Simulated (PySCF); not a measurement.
Run record: geometry optimisation, `[F][Cu][F]` [radical].

Computed with PBE0-D3(BJ)/def2-SVP geometry optimisation, gas phase (PySCF 2.14.0). Start geometry: GFN2-xTB. The input is one job of a driver script: a line of settings, then coordinates in Å.

Input:
```
{"job": {"xc": "PBE0", "basis": "def2-SVP", "d3": "d3bj", "grid": 1, "maxiter": 40, "kind": "geom"}, "charge": 0, "multiplicity": 2}
Cu     0.000170     0.000100    -0.000210
F     -0.016560    -0.020420     1.700130
F      0.016390     0.020320    -1.699920
```

Output:
```
step   0  E = -1839.35849920  max force = 0.011712
step   1  E = -1839.35898815  max force = 0.002921
step   2  E = -1839.35903186  max force = 0.000132
step   3  E = -1839.35903342  max force = 0.000075
optimisation converged
```

Energies in Eh; «max force» is the largest Cartesian gradient component in Eh/bohr.

Problem. How much energy does the optimisation release, in eV?

Solution. E(step 0) − E(last step) = 0.000534 Eh, which is 0.015 eV.

Problem. Give the first gradient maximum in eV/Å.

Solution. With 1 Eh/bohr = 51.422 eV/Å, 0.602 eV/Å.

Main results: final energy -1839.35903 Eh after 3 steps; dipole 0.00 D.

Problem. Where do the atoms end?

Solution. 0.019 Å rms from the input after alignment:
```
atom  x, y, z in Å
Cu1    0.0001    0.0001    0.0000
F2    -0.0039   -0.0059    1.7234
F3     0.0038    0.0058   -1.7234
```

Problem. Estimate the wall time. Hardware: an x86-64 server with one thread (shared host).

Solution. About 9.4 s.
Labels such as C1 count atoms from 1, the log's own numbers from 0.

Neither the SCF state along the optimisation nor the shape of the open-shell metal species was proved the lowest: other solutions of the same spin, or a structure of lower symmetry, can lie below.
